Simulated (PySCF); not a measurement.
A structure optimised at PBE0-D3(BJ)/def2-TZVPD, used in a PySCF frequency run:

```xyz
2

Rb     0.0000     0.0000    -0.8976
Cl     0.0000     0.0000     1.9537
```

### Question
Write its SMILES, formula and point group.

### Answer
[Cl][Rb], ClRb, C∞v

### Question
What are its rotational constants (standard atomic weights)?

### Answer
2.4808 GHz (linear rotor, B only)
